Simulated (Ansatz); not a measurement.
Input file for Ansatz (a first-principles code): R-B3LYP/def2-TZVPP on C2H7Al (SMILES C[CH2][AlH2]), a point of a torsion scan.

Ansatz 0.2 input:
```yaml
crystal:
  periodic: [false, false, false]
  atoms:
    - {symbol: C, position_ang: [-1.24184696, -0.13002995, 0.50328452]}
    - {symbol: C, position_ang: [-0.09343755, 0.20394806, -0.47929431]}
    - {symbol: Al, position_ang: [-0.93715229, 0.55187977, -2.26533525]}
    - {symbol: H, position_ang: [-2.21448013, -0.09568622, -0.00522998]}
    - {symbol: H, position_ang: [-1.13109250, -1.12742713, 0.92255205]}
    - {symbol: H, position_ang: [-1.28217340, 0.57946610, 1.32655941]}
    - {symbol: H, position_ang: [0.48448177, 1.05656796, -0.09777773]}
    - {symbol: H, position_ang: [0.63261454, -0.62013990, -0.49515000]}
    - {symbol: H, position_ang: [-0.18986680, 0.91357712, -3.57578842]}
    - {symbol: H, position_ang: [-2.48334808, 0.45952522, -2.39255388]}
basis:
  gaussian:
    orbitals: def2-TZVPP
hamiltonian:
  xc: {name: B3LYP}
scf: {lower_state_search: off}
```

It printed:

```
WARN ansatz: RAYON_NUM_THREADS=1 ignored (pool sized by the plan → 1); use --threads N
Functional definition: B3LYP
these checks for a lower state are left out or cut short: stability, starts, cluster_reference, orbital_swaps, neighbouring_geometries, increment
integrals: 0.10 GiB planned
1066 factors; their error is unknown
mean field: 0.93 GiB planned
mean field evaluation 1: about -8776.6229 eV, gradient 6.4e1 eV
mean field evaluation 2: about -8764.9365 eV, gradient 8.8e1 eV
mean field evaluation 4: about -8786.4239 eV, gradient 2.9e0 eV
mean field evaluation 8: about -8786.4377 eV, gradient 5.8e-2 eV
mean field evaluation 16: about -8786.4377 eV, gradient 1.2e-6 eV
mean field -8786.43774332 eV, -322.8956314054 hartree, gradient 1.2e-6 eV, S^2 0.000000; 0 other end points of the search recorded, 0 dependent functions left out
reference -8786.43803606 eV, -322.8956421635 hartree; 16, 16 occupied and 186, 186 virtual orbitals, 1066 factors
Total energy: -8786.43803606 eV, -322.8956421635 hartree
Checks for a lower state left out: stability, starts, cluster_reference, orbital_swaps, neighbouring_geometries, increment
```

Self-consistency was reached.

Cost: about 2.2 core-seconds (a rough figure).
